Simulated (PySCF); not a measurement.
Method: PBE-D3(BJ)/def2-TZVP // r2SCAN-D4/def2-SVP in PySCF. Isolated molecules, 0 K electronic values unless said otherwise. 

Reference species: [Zr(F)2(Br)2] (neutral, multiplicity 1).

- LUMO: -3.21 eV
- mean distance from the central atom to its bonded neighbours: 2.190 Å
- coordination number: 4

Changed species: [Zr(F)3(Br)] (1 of 4 F replaced by Br; the reference has 2 of 4 F replaced by Br).

### Question
What does the change do to the LUMO, mean distance from the central atom to its bonded neighbours and coordination number?

### Answer
the LUMO rises by 0.44 eV, to -2.77 eV; the mean distance from the central atom to its bonded neighbours falls by 0.144 Å, to 2.046 Å; the coordination number is nearly the same.
